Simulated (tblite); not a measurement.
Compound: C4H10FNSi.
Z-matrix (Å and degrees, GFN2-xTB geometry), rows numbered from 1:
```
N 
Si  1  1.7172
F   2  1.6232  1  102.44
C   2  1.8970  1  114.51  3   122.86
C   4  1.5324  2  104.29  1   115.84
C   5  1.5296  4  108.38  2    36.96
C   6  1.5339  5  108.41  4   -50.50
H   1  1.0051  2  120.42  3   177.34
H   1  1.0062  2  118.33  3    35.45
H   4  1.0872  2  114.78  1    -5.79
H   4  1.0897  2  110.28  1  -126.66
H   5  1.0918  4  111.60  2   159.29
H   5  1.0927  4  109.23  2   -81.57
H   6  1.0918  5  111.00  4  -173.35
H   6  1.0920  5  108.76  4    68.06
H   7  1.0882  2  114.75  1   102.73
H   7  1.0908  2  111.24  1   -18.67
```

Level: GFN2-xTB in tblite, geometry and Hessian alike; calculated harmonic values, unscaled, isolated species. Against measured fundamentals such values can be off by several per cent, at times by over 20. One conformer, not necessarily the lowest.

Harmonic wavenumbers (cm⁻¹): 77.8, 123.8, 182.4, 215.3, 223.8, 230.0, 264.8, 393.0, 462.6, 503.8, 657.7, 722.1, 732.9, 766.3, 781.2, 863.2, 895.6, 924.0, 940.6, 963.8, 1031.4, 1058.7, 1107.2, 1129.0, 1204.4, 1216.0, 1278.2, 1284.4, 1327.8, 1338.2, 1479.2, 1482.9, 1498.4, 1501.5, 1507.9, 2957.1, 2965.3, 2977.3, 2983.7, 2984.1, 2998.1, 3014.4, 3024.3, 3489.9, 3534.2.

A = 3361, B = 1650, C = 1539 MHz; mass 119.057 u (most abundant isotopes); point group C1, symmetry number 1.

Q: Zero-point energy?

A: ½Σν̃ = 30649 cm⁻¹ = 87.63 kcal/mol.

Q: What is S at 350 K and 1 bar for an ideal gas of classical rigid rotors and harmonic oscillators?

A: Translation 41.06, rotation 28.50, vibration 26.17: S = 95.7 cal/(mol K).

Q: And Cp and H(350 K) − H(0)?

A: Cp = 38.43 cal/(mol K), of which vibrations give 30.48 (their classical limit is 45 R = 89.4); H(350 K) − H(0) = 7.92 kcal/mol without the zero-point energy, 5.14 from vibrations.

Q: What must be added to the electronic energy to get the Gibbs energy at 350 K and 1 bar?

A: ZPE + [H(350 K) − H(0)] − T·S = 87.63 + 7.92 − 33.51 = 62.04 kcal/mol.

Q: Which modes carry the vibrational entropy at 350 K?

A: 77.8 cm⁻¹: 4.26; 123.8 cm⁻¹: 3.35; 182.4 cm⁻¹: 2.61; 215.3 cm⁻¹: 2.29; 223.8 cm⁻¹: 2.22; 230.0 cm⁻¹: 2.17 cal/(mol K); the other 39 give 9.27 together.

Hindered rotation and anharmonicity are outside this model. Other conformers, if any are populated, would add a mixing term that is left out. The structure is chiral; the term R ln 2 for an equal mix with its mirror image is left out.
